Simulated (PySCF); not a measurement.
# Which determinant of GaH⁺ lies lowest?

Unrestricted PBE0; basis Ga cc-pVTZ-PP with ECP10, H cc-pVTZ; scalar-relativistic core potentials; PySCF 2.14. Outer shells of the fragments: Ga+ 3d10 4s2; H 1s1.

Followed along the bond (rough minima from three points):

```csv
2Ms+1,unpaired,⟨S²⟩ at the start,R at minimum (Å),Te (eV)
2,σ ↑,0.76,1.68,0.00
4,"σ ↑↑, π ↑",3.75,none in the scan,≤ 6.65
```

Solutions found at the starting distance of 1.625 Å, counted from the lowest of them; the search is not exhaustive and high or unbound solutions are not listed, so other states can lie among these:

```tsv
2Ms+1	unpaired	term	E (eV)	⟨S²⟩	⟨Lz²⟩	μ (D)
2	σ ↑	²Σ⁺	0.00	0.76	0.00	0.39
2	π ↑	²Π	4.05	0.81	1.00	0.20
4	σ ↑↑, π ↑	⁴Π	7.01	3.75	1.00	1.85
```

A term symbol is given only where ⟨S²⟩ and ⟨Lz²⟩ are close to those of a pure state; real π, δ and φ orbitals otherwise mix terms. A positive dipole points towards H; it is taken about the centre of mass and depends on that origin.

Spin–orbit coupling is left out. Counting both spins, an empty level lies below a filled one in some of these solutions, because spin and occupation are held.
